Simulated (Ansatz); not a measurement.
Frontier orbitals of `CC1OB1O`.

```xyz
10

C    -0.986   -0.149    0.986
C    -0.428    0.252   -0.343
O     0.561    1.406   -0.290
B     1.034    0.235   -0.721
O     2.222   -0.239   -1.129
H    -0.199   -0.307    1.725
H    -1.674    0.609    1.373
H    -1.544   -1.084    0.882
H    -1.183    0.442   -1.106
H     2.198   -1.166   -1.377
```

Charge 0, multiplicity 1. The structure was optimised at the PBE0-D4/def2-TZVP level. It is one conformer, not always the lowest. Basis def2-TZVPP, the Gaussian-basis code of Ansatz.

```json
{"functional": "PBE", "HOMO (eV)": "-6.29", "LUMO (eV)": "-0.38", "gap (eV)": "5.91"}
{"functional": "BLYP", "HOMO (eV)": "-6.21", "LUMO (eV)": "-0.44", "gap (eV)": "5.77"}
{"functional": "PBE0", "HOMO (eV)": "-7.67", "LUMO (eV)": "0.44", "gap (eV)": "8.11"}
{"functional": "r2SCANh", "HOMO (eV)": "-7.04", "LUMO (eV)": "0.55", "gap (eV)": "7.59"}
{"functional": "r2SCAN0", "HOMO (eV)": "-7.83", "LUMO (eV)": "0.89", "gap (eV)": "8.72"}
{"functional": "ωB97X-V", "HOMO (eV)": "-10.10", "LUMO (eV)": "2.25", "gap (eV)": "12.35"}
{"functional": "ωB97M-V", "HOMO (eV)": "-9.98", "LUMO (eV)": "1.75", "gap (eV)": "11.73"}
{"functional": "HF", "HOMO (eV)": "-10.99", "LUMO (eV)": "2.85", "gap (eV)": "13.84"}
```

A quarter of exact exchange (PBE0) shifts PBE's HOMO by −1.39 eV and its LUMO by +0.83 eV; full exchange at long range (ωB97M-V) shifts them by −3.70 and +2.14 eV. The gap opens from 5.90 to 11.74 eV, since occupied levels lose self-interaction and empty ones feel all the electrons. A positive LUMO is unbound and depends on the basis.
